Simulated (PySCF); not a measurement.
# Radial density of Sb (antimony, neutral)

TPSSh, [Kr] 4d10 5s2 5p3, high-spin 4S determinant. Computed with PySCF 2.14 in x2c-QZVPPall (13s9p7d4f1g, 112 functions), with the spin-free X2C one-electron Hamiltonian (Gaussian nucleus).

```csv
r (bohr),4πr²ρ (e/bohr),4πr²(ρα − ρβ)
0.0296,60.14,0.0174
0.0499,61.48,0.0404
0.0839,84.44,0.0266
0.141,63.19,-0.0074
0.237,69.11,0.0816
0.399,37.77,0.0011
0.671,24.24,0.1968
1.13,14.00,-0.0128
1.90,3.596,1.1198
3.19,1.307,0.9199
5.37,0.1148,0.1017
9.04,0.0008619,0.0008
```

Densities and radii are taken from the X2C orbitals without a picture-change correction, which distorts them close to the nucleus.

Task: Where is the radial spin density 4πr²(ρα − ρβ) most negative, and why is it negative at all?

Result: Around r = 1.13 bohr, down to -0.0128 e/bohr: exchange with the open shell polarises the paired shells in an unrestricted calculation.
